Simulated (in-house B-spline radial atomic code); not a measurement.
LDA exchange-only excitations of O V (O4+)

Method: LDA exchange-only. Computed with a B-spline radial code for spherical atoms: linear response of the closed shell [He] 2s2 with the functional's adiabatic kernel; scalar-relativistic (spin-free one-electron X2C), finite nucleus, no spin-orbit coupling, no double excitations, S, P, D and F terms only.

Command:
```bash
python run_td.py task.json out
```
Settings (radii: box in bohr, nucleus in fm):
```
Z                        8
electrons                4
configuration            [He] 2s2
hamiltonian              x2c
method                   lda,
box_radius               19.1
rms_radius               2.6991
intervals                73
```

Cost of the run: 0.2 s on 1 thread of Intel(R) Xeon(R) Platinum 8488C (Sapphire Rapids), with other jobs on the host.

The lowest states, in the order of their Tamm-Dancoff energies; the method's threshold (minus the highest occupied level) is 100.53 eV. Labels give the largest channel, * marks a mixed state, and oscillator strengths are full-response dipole values. Semilocal kernels can invert the small singlet-triplet splittings of Rydberg terms. Energies in eV:

| state | full response | Tamm-Dancoff | oscillator strength |
| --- | --- | --- | --- |
| 2s → 2p 3P | 7.333 | 8.595 | - |
| 2s → 2p 1P | 18.293 | 19.412 | 0.487 |
| 2s → 3s 3S | 64.20 | 64.22 | - |
| 2s → 3s 1S | 66.30 | 66.33 | - |
| 2s → 3p 3P | 67.77 | 67.79 | - |
| 2s → 3p 1P | 68.54 | 68.55 | 0.383 |
| 2s → 3d 3D | 70.21 | 70.24 | - |
| 2s → 3d 1D | 71.66 | 71.66 | - |
| 2s → 4s 3S | 82.59 | 82.60 | - |
| 2s → 4s 1S | 83.18 | 83.19 | - |
| 2s → 4p 3P | 83.93 | 83.94 | - |
| 2s → 4p 1P | ? | ? | ? |
| 2s → 4d 3D | 85.01 | 85.02 | - |
| 2s → 4d 1D | 85.44 | 85.44 | - |
| 2s → 4f 3F | ? | ? | - |
| 2s → 4f 1F | 86.28 | 86.28 | - |

Task: Where does 2s → 4p 1P lie?

Result: At 84.15 eV in full response, 84.15 eV in Tamm-Dancoff, oscillator strength 0.103.

Task: Where does 2s → 4f 3F lie?

Result: At 86.24 eV in full response, 86.24 eV in Tamm-Dancoff.

Task: How large is the singlet-triplet splitting of 2s → 2p (P terms) in Tamm-Dancoff?

Result: 10.8 eV, from the unrounded values.

Task: What polarisabilities and dispersion coefficient does the method give?

Result: Dipole 1.184 bohr³, quadrupole 0.5263 bohr⁵, C6 0.8045 hartree·bohr⁶ for two such species.
